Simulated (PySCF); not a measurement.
Dipole polarisabilities along group 8

Calculated with PySCF 2.14 for the ground configurations, without spin-orbit coupling: coupled response for Hartree-Fock and DFT. Mean α in bohr³, C₆ of like pairs in atomic units.

```tsv
species	α UHF	α PBE	α PBE0	α recommended (Schwerdtfeger and Nagle)	C₆ UHF	C₆ PBE	C₆ PBE0
Fe [Ar] 3d6 4s2 (x2c-TZVPPall with one added diffuse shell each of s, p, d, f type, spin-free X2C)	81.90	60.14	63.86	62 ± 4	779.3	532.2	575.8
Ru [Kr] 4d7 5s1 (x2c-TZVPPall with one added diffuse shell each of s, p, d, f type, spin-free X2C)	92.96	58.68	62.82	72 ± 10	891.9	546.6	582.7
Os [Xe] 4f14 5d6 6s2 (x2c-TZVPPall with one added diffuse shell each of s, p, d, f type, spin-free X2C)	76.17	54.01	56.86	57 ± 3	866.7	606.2	641.5
```

Hartree-Fock lacks correlation. All values carry a basis error, and heavy open shells lack spin-orbit coupling.
